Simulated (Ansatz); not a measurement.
`[OH][GeH2][SiH](O)F` at its PBE0-D4/def2-TZVP geometry, where that method's forces vanish. Total charge 0; spin multiplicity 1.

```xyz
10

O     0.5977   -0.4834   -2.0560
Ge    0.9108   -1.0278   -0.3826
Si   -0.4055    0.4072    1.0048
O    -1.2039    1.2963   -0.1196
F     0.5122    1.3521    1.9135
H    -0.0566    0.2209   -2.0620
H     2.4236   -0.9173   -0.1265
H     0.4867   -2.5054   -0.2734
H    -1.3581   -0.2317    1.9491
H    -1.9069    1.8891    0.1527
```

What forces (eV/Å) does B3LYP-D4/def2-TZVPP give on these atoms in Ansatz 0.2.0? (Estimate.)

The calculation gave: 
```
O1  -0.053  0.090 -0.245
Ge2  0.111 -0.152  0.253
Si3 -0.124 -0.208  0.093
O4  -0.085  0.080 -0.064
F5   0.128  0.126  0.122
H6  -0.012  0.019 -0.058
H7   0.017 -0.007 -0.007
H8   0.003 -0.019 -0.006
H9   0.049  0.030 -0.049
H10 -0.034  0.040 -0.038
```

B3LYP here is the variant with VWN-RPA as its local correlation; programs differ in this.
